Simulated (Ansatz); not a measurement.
A CCSD(T) single point on CH3FOSeSi (`FC1([SeH])O[SiH2]1`).

```yaml
crystal:
  periodic: [false, false, false]
  atoms:
    - {symbol: F, position_ang: [-0.814559, -0.327149, 1.630985]}
    - {symbol: C, position_ang: [-0.195878, 0.192976, 0.543114]}
    - {symbol: Se, position_ang: [1.148554, 1.504423, 1.042021]}
    - {symbol: O, position_ang: [-1.113859, 0.727166, -0.382990]}
    - {symbol: Si, position_ang: [-0.337814, -0.593383, -1.092808]}
    - {symbol: H, position_ang: [2.001830, 0.507785, 1.701598]}
    - {symbol: H, position_ang: [0.594386, -0.288710, -2.195721]}
    - {symbol: H, position_ang: [-1.190460, -1.780208, -1.302100]}
basis:
  gaussian: {orbitals: def2-TZVPP}
correlation: {method: ccsd_t}
```

```sh
$ ansatz run in.yaml --threads 4 --pin off --events-out ev --progress --plain --max-ram 10444MiB
```

The program prints (abridged):

```
Functional definition: HF
1414 factors; integrals over basis functions are off by at most 7.5e-4 eV
mean field evaluation 1: about -78983.6898 eV, gradient 4.1e1 eV
mean field evaluation 2: about -78984.0543 eV, gradient 4.1e1 eV
mean field evaluation 4: about -78987.8280 eV, gradient 4.2e0 eV
mean field evaluation 8: about -78987.9193 eV, gradient 4.8e-1 eV
mean field evaluation 16: about -78987.9204 eV, gradient 2.8e-6 eV
mean field -78987.92039463 eV, -2902.7525345671 hartree, gradient 2.8e-6 eV, S^2 0.000000; 0 other end points of the search recorded, 0 dependent functions left out
17 core orbitals not correlated: weight in the atoms' cores, before any rotation towards them, 1.000 or more for the frozen orbitals, at most 0.000 for the correlated occupied ones
reference -78987.92039463 eV, -2902.7525345671 hartree; 20, 20 occupied and 188, 188 virtual orbitals, 1414 factors
second order -28.19416949 eV of doubles, -0.00000000 eV of singles
cycle   1  -27.84965562 eV  change    3.4e-1 eV  update   1.3e-1
cycle   2  -28.60378275 eV  change   -7.5e-1 eV  update   4.0e-2
cycle   3  -28.77570116 eV  change   -1.7e-1 eV  update   2.1e-2
cycle   4  -28.75042082 eV  change    2.5e-2 eV  update   5.7e-3
cycle   5  -28.74796390 eV  change    2.5e-3 eV  update   3.2e-3
cycle   6  -28.75018155 eV  change   -2.2e-3 eV  update   1.1e-3
cycle   7  -28.74964269 eV  change    5.4e-4 eV  update   4.9e-4
cycle   8  -28.74941691 eV  change    2.3e-4 eV  update   1.6e-4
cycle   9  -28.74951392 eV  change   -9.7e-5 eV  update   7.5e-5
cycle  10  -28.74955061 eV  change   -3.7e-5 eV  update   2.8e-5
perturbative correction -1.15451975 eV, -0.0424278182 hartree
Total energy: -79017.82446498 eV, -2903.8514888831 hartree
```

Run time 2.8 min (4 threads of an Arm Neoverse V1 on a shared host); peak host memory 3.8 GiB.

Correlation energy per correlated electron: -0.748 eV. T1 diagnostic: 0.0135.
